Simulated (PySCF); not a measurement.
## Ne (neon, neutral): UHF calculation

Configuration: [Ne], closed-shell 1S. All numbers are calculated (PySCF 2.14, scalar relativity by spin-free X2C-1e, in Sapporo-DZP-2012 (4s3p1d, 18 functions)).

```
Total energy                        : -128.608778 hartree
One-electron energy                 : -182.7827 hartree
Hartree (Coulomb) energy            : 66.3204 hartree
Exchange energy                     : -12.1465 hartree
⟨S²⟩                                : 0.0000
⟨L²⟩                                : 0.000
Sum of ⟨r⟩                          : 7.829 bohr
Sum of ⟨r²⟩                         : 9.075 bohr²
Langevin diamagnetic susceptibility : -7.19 ×10⁻⁶ cm³/mol
Time after the integrals            : 0.03 s of wall time on 1 thread of Intel(R) Xeon(R) Platinum 8559C (shared host)
```

```tsv
shell	electrons	mean orbital energy (hartree)	rms radius, mean of both spins (bohr)
1s	2	-32.79746	0.183
2s	2	-1.92382	0.980
2p	6	-0.83206	1.09
```
